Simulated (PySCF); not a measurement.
From one molecule to another.

First species: C5H6Cl2O.
Numbering: `[CH2:1]=[CH:2][O:3]/[CH:4]=[CH:5]/[CH:6]([Cl:7])[Cl:8]` (hydrogens: H9, H10 on C1; H11 on C2; H12 on C4; H13 on C5; H14 on C6)

Structure used (GFN2-xTB), in Å, numbered top down from 1:
```xyz
14
C5H6Cl2O angstrom
C      3.2641    0.1896   -0.2732
C      2.0619    0.4138    0.2296
O      0.9521   -0.1920   -0.2758
C     -0.2400    0.0765    0.2781
C     -1.3637   -0.4830   -0.1695
C     -2.6814   -0.1987    0.4284
Cl    -3.7855    0.5060   -0.7917
Cl    -3.4228   -1.7013    1.0587
H      4.1291    0.6745    0.1355
H      3.4047   -0.4813   -1.1008
H      1.8937    1.0869    1.0648
H     -0.2456    0.7750    1.1119
H     -1.3351   -1.1729   -0.9978
H     -2.6321    0.5064    1.2598
```

Second species: C₆H₆OP₂.
Numbering: `[CH2:1]=[CH:2]/[P:3]=[P:4]/[c:5]1[cH:6][cH:7][cH:8][o:9]1` (hydrogens: H10, H11 on C1; H12 on C2; H13 on C6; H14 on C7; H15 on C8)

Levels: PBE0/def2-SVPD for dipole moment, HOMO energy, LUMO energy, HOMO–LUMO gap, static isotropic polarisability and electronic spatial extent ⟨r²⟩ about the centre of nuclear charge; TDDFT PBE0/def2-SVPD for lowest singlet excitation; TDA PBE0/def2-SVPD for lowest triplet excitation (Tamm–Dancoff); GFN2-xTB for rotational constant A and rotational constant C. Geometries: GFN2-xTB. Each species is one conformer at its optimised geometry, gas phase, non-relativistic unless stated. Electronic properties by PySCF.

Dipoles, sizes and rotational constants follow the conformer. The torsions of the flexible species, by atom-mapped SMILES:
- `[CH2:1]=[CH:2][O:3]/[CH:4]=[CH:5]/[CH:6]([Cl:7])[Cl:8]`: C1–C2–O3–C4 180°, C2–O3–C4–C5 180°, C4–C5–C6–Cl7 120°
- `[CH2:1]=[CH:2]/[P:3]=[P:4]/[c:5]1[cH:6][cH:7][cH:8][o:9]1`: C1–C2–P3–P4 180°, P3–P4–C5–C6 0°

Values for the first species:

```
Dipole moment                                                     : 3.37 D
HOMO energy                                                       : -6.91 eV
LUMO energy                                                       : -0.70 eV
HOMO–LUMO gap                                                     : 6.21 eV
Lowest singlet excitation                                         : 5.59 eV
Lowest triplet excitation (Tamm–Dancoff)                          : 3.84 eV
Static isotropic polarisability                                   : 104.5 au
Electronic spatial extent ⟨r²⟩ about the centre of nuclear charge : 2250 bohr²
Rotational constant A                                             : 3.045 GHz
Rotational constant C                                             : 0.459 GHz
```

(1) Estimate the same properties for the second species, and the change in each.

Results:

(1) 
```
                                                         property       first      second  second less first
                                                    dipole moment      3.37 D      1.11 D            -2.26 D
                                                      HOMO energy    -6.91 eV    -6.13 eV           +0.78 eV
                                                      LUMO energy    -0.70 eV    -2.75 eV           -2.05 eV
                                                    HOMO–LUMO gap     6.21 eV     3.38 eV           -2.83 eV
                                        lowest singlet excitation     5.59 eV     3.02 eV           -2.57 eV
                         lowest triplet excitation (Tamm–Dancoff)     3.84 eV     1.48 eV           -2.36 eV
                                  static isotropic polarisability    104.5 au    148.2 au           +43.7 au
electronic spatial extent ⟨r²⟩ about the centre of nuclear charge  2250 bohr²  2117 bohr²         -133 bohr²
                                            rotational constant A   3.045 GHz   4.855 GHz         +1.810 GHz
                                            rotational constant C   0.459 GHz   0.501 GHz         +0.042 GHz
```

On the first: The dipole matches unit charges of opposite sign 0.70 Å apart (1 e·Å = 4.8032 D). In wavenumbers S1 is 45100 cm⁻¹ (1 eV = 8065.54 cm⁻¹).

On the second: 2 of the 8 computed singlets lie in the visible range (750 to 380 nm, 1.65 to 3.26 eV), with an oscillator strength of 0.363 in sum. The polarisability is 21.95 Å³ as a volume (1 au = 0.148185 Å³), or 1.85 au for each of the 80 electrons.
